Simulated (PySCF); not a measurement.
How methods differ on the excitation energy of I²⁺

I²⁺ [Kr] 4d10 5s2 5p3 (4S) → I²⁺ [Kr] 4d10 5s1 5p4 (4P), as a difference of total energies. Calculation: PySCF 2.14, in aug-cc-pwCVTZ-DK3 (10s9p7d4f1g, 109 functions); the spin-free X2C one-electron Hamiltonian (Gaussian nucleus). Correlated levels: valence: [Kr] 4d10 frozen. The calculations carry no spin-orbit coupling.

| method | excitation energy (eV) |
| --- | --- |
| UHF | 11.107 |
| MP2 (valence) | 11.059 |
| SCS-MP2 (valence) | 11.049 |
| CCSD (valence) | 10.623 |
| CCSD(T) (valence) | 10.518 |

Task: How much does correlation contribute at CCSD(T) (valence)?

Result: 10.518 − (11.107) = -0.589 eV, measured against UHF.

A first-order spin-orbit estimate (lowest level to lowest level, LS coupling) adds -0.395 eV.

The coupled-cluster amplitudes are large for the upper state (T1 above 0.03 or a double amplitude above 0.15), so a single reference is strained.
